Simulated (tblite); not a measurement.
Species: CH7ClOSi2.
Bonds: Si1–O2, O2–Si3, Si3–C4, C4–Cl5. Hydrogens: H6, H7, H8 on Si1; H9, H10 on Si3; H11, H12 on C4.

Computed geometry: GFN2-xTB, gas phase.

**Question.** Give the optimised bond lengths and angles.

**Answer.** 
```json
{"bond": "Si1–O2", "length (Å)": "1.625"}
{"bond": "O2–Si3", "length (Å)": "1.614"}
{"bond": "Si3–C4", "length (Å)": "1.909"}
{"bond": "C4–Cl5", "length (Å)": "1.783"}
{"bond": "Si1–H6, Si1–H7, Si1–H8", "length (Å)": "1.461"}
{"bond": "Si3–H9, Si3–H10", "length (Å)": "1.459"}
{"bond": "C4–H11, C4–H12", "length (Å)": "1.088"}
```

Bonds in one row agree within 0.01 Å and their mean is given. A selection of angles:
```json
{"angle": "O2–Si1–H6", "degrees": "104.6"}
{"angle": "O2–Si1–H7", "degrees": "106.6"}
{"angle": "H6–Si1–H7", "degrees": "113.0"}
{"angle": "H7–Si1–H8", "degrees": "111.9"}
{"angle": "Si1–O2–Si3", "degrees": "164.8"}
{"angle": "O2–Si3–C4", "degrees": "105.6"}
{"angle": "O2–Si3–H9", "degrees": "108.7"}
{"angle": "C4–Si3–H9", "degrees": "110.0"}
{"angle": "H9–Si3–H10", "degrees": "113.6"}
{"angle": "Si3–C4–Cl5", "degrees": "109.3"}
{"angle": "Si3–C4–H11", "degrees": "112.9"}
{"angle": "Cl5–C4–H11", "degrees": "106.5"}
{"angle": "Cl5–C4–H12", "degrees": "106.5"}
{"angle": "H11–C4–H12", "degrees": "108.3"}
```

Dihedral angles: Si1–O2–Si3–C4 -179° (antiperiplanar); O2–Si3–C4–Cl5 -179° (antiperiplanar). The mirror-image conformer, all signs reversed, is as good.

Si3 (oxygen-bound silicon) is distorted tetrahedral (angles from 105.6° to 113.6°). The 5 heavy atoms lie in one plane (0.009 Å rms). Si1 (oxygen-bound silicon) is distorted tetrahedral (angles from 104.6° to 113.0°).

Its lowest GFN2-xTB frequency is 17i cm⁻¹, too small to tell a flat minimum from a shallow saddle. One conformer, not necessarily the lowest. 3 starts were optimised and ended at 0.00, 0.23 and 0.29 kcal/mol (GFN2-xTB); the lowest of these is shown.

Time: 0.79 s wall. Hardware: Arm Neoverse N1, one thread, shared host with 64 logical CPUs at a one-minute load of 58. That covers the optimisation of the geometry.
